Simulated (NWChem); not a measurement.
Everything below was run with NWChem. System: HS2, charge 0, spin multiplicity 2, at a geometry optimised with UB3LYP/def2-SVP. The structure started from a generated list of species. Its SCF solution wasn't tested for a lower state. Level: UHF/def2-TZVP.

Job file:

```
start mol
memory heap 200 mb stack 900 mb global 1100 mb
geometry units angstroms nocenter noautoz
  S      0.433780     0.945410     0.000000
  S     -0.470909    -0.839292     0.000000
  H      0.594054    -1.697873     0.000000
  symmetry group Cs
end
basis spherical
  * library def2-tzvp
end
scf
  uhf
  nopen 1
  maxiter 100
  thresh 1e-7
  semidirect memsize 60000000 filesize 0
  # guess.movecs holds the orbitals of an unrestricted PBE0 run
  vectors input guess.movecs output mol.movecs
end
task scf energy
```

NWChem printed:

```
             Northwest Computational Chemistry Package (NWChem) 7.3.0
             --------------------------------------------------------

                                NWChem Input Module
                                -------------------

 Scaling coordinates for geometry "geometry" by  1.889725989
 (inverse scale =  0.529177249)

 Turning off AUTOSYM since
 SYMMETRY directive was detected!

                             Geometry "geometry" -> ""
                             -------------------------

 Output coordinates in angstroms (scale by  1.889725989 to convert to a.u.)

  No.       Tag          Charge          X              Y              Z
 ---- ---------------- ---------- -------------- -------------- --------------
    1 S                   16.0000     0.43378000     0.94541000     0.00000000
    2 S                   16.0000    -0.47090900    -0.83929200     0.00000000
    3 H                    1.0000     0.59405400    -1.69787300     0.00000000

 Effective nuclear repulsion energy (a.u.)      77.0907095031

            Nuclear Dipole moment (a.u.)
            ----------------------------
        X                 Y               Z
 ---------------- ---------------- ----------------
    -0.0000188973     0.0000283459     0.0000000000

      Symmetry information
      --------------------

 Group name             Cs
 Group number              2
 Group order               2
 No. of unique centers     3

      Symmetry unique atoms

     1    2    3


 Summary of "ao basis" -> "" (spherical)
 ------------------------------------------------------------------------------
       Tag                 Description            Shells   Functions and Types
 ---------------- ------------------------------  ------  ---------------------
 *                         def2-tzvp                  on all atoms

 Summary of "ao basis" -> "ao basis" (spherical)
 ------------------------------------------------------------------------------
       Tag                 Description            Shells   Functions and Types
 ---------------- ------------------------------  ------  ---------------------
[...]
    18      0.310098  1 S  px                16      0.276668  1 S  py
    40     -0.178324  2 S  s                 52      0.175612  2 S  px

 Vector   19  Occ=0.000000D+00  E= 1.327998D-01  Symmetry=a'
              MO Center=  1.6D-01, -8.8D-01,  2.3D-15, r^2= 4.5D+00
   Bfn.  Coefficient  Atom+Function         Bfn.  Coefficient  Atom+Function
  ----- ------------  ---------------      ----- ------------  ---------------
    77      1.480567  3 H  s                 56      1.248520  2 S  py
     5     -0.730206  1 S  s                 19      0.503170  1 S  py
    18      0.449370  1 S  px                55     -0.377153  2 S  px
    53      0.234937  2 S  py                42     -0.220258  2 S  s

 center of mass
 --------------
 x =  -0.01711870 y =   0.04892637 z =   0.00000000

 moments of inertia (a.u.)
 ------------------
         192.694306397760         -88.372355640429           0.000000000000
         -88.372355640429          48.053435557520           0.000000000000
           0.000000000000           0.000000000000         240.747741955280

  Mulliken analysis of the total density
  --------------------------------------

    Atom       Charge   Shell Charges
 -----------   ------   -------------------------------------------------------
    1 S   16    16.07   2.01  0.49  1.48  1.10  0.83  4.17  1.70  0.84  2.24  1.10  0.03  0.08  0.01
    2 S   16    16.08   2.01  0.49  1.48  1.07  0.78  4.18  1.69  0.86  2.32  1.03  0.05  0.12  0.01
    3 H    1     0.84   0.23  0.50  0.09  0.02

  Mulliken analysis of the alpha density
  --------------------------------------

    Atom       Charge   Shell Charges
 -----------   ------   -------------------------------------------------------
    1 S   16     8.47   1.00  0.24  0.74  0.56  0.42  2.10  0.84  0.50  1.38  0.64  0.01  0.04  0.00
    2 S   16     8.11   1.00  0.24  0.74  0.54  0.39  2.09  0.84  0.45  1.21  0.51  0.02  0.06  0.01
    3 H    1     0.42   0.11  0.25  0.04  0.01

   Mulliken analysis of the beta density
   -------------------------------------

    Atom       Charge   Shell Charges
 -----------   ------   -------------------------------------------------------
    1 S   16     7.60   1.00  0.24  0.74  0.54  0.42  2.07  0.86  0.34  0.87  0.46  0.01  0.04  0.01
    2 S   16     7.97   1.00  0.24  0.74  0.53  0.39  2.08  0.85  0.41  1.11  0.52  0.02  0.06  0.01
    3 H    1     0.43   0.12  0.25  0.05  0.01

   Mulliken analysis of the spin density
   -------------------------------------

    Atom       Charge   Shell Charges
 -----------   ------   -------------------------------------------------------
    1 S   16     0.87   0.00  0.00 -0.00  0.02  0.00  0.03 -0.02  0.16  0.51  0.18  0.00 -0.00 -0.00
    2 S   16     0.15   0.00  0.00 -0.00  0.01 -0.00  0.01 -0.01  0.04  0.10 -0.00  0.00  0.00 -0.00
    3 H    1    -0.01  -0.00 -0.01 -0.00  0.00

       Multipole analysis of the density wrt the origin
       ------------------------------------------------

     L   x y z        total         alpha         beta         nuclear
     -   - - -        -----         -----         ----         -------
     0   0 0 0     -0.000000    -17.000000    -16.000000     33.000000

     1   1 0 0      0.202589     -0.158487      0.361095     -0.000019
     1   0 1 0     -0.456249     -0.790883      0.334606      0.000028
     1   0 0 1     -0.000000     -0.000000      0.000000      0.000000

     2   2 0 0    -20.342772    -23.231834    -21.792799     24.681861
     2   1 1 0     -0.453656    -22.364495    -20.501454     42.412293
     2   1 0 1      0.000000      0.000000     -0.000000      0.000000
     2   0 2 0    -17.884531    -62.025589    -57.470544    101.611602
     2   0 1 1      0.000000      0.000000      0.000000      0.000000
     2   0 0 2    -20.172390    -11.558304     -8.614086      0.000000

 Task  times  cpu:        1.9s     wall:        1.9s

 Total times  cpu:        1.9s     wall:        1.9s
```
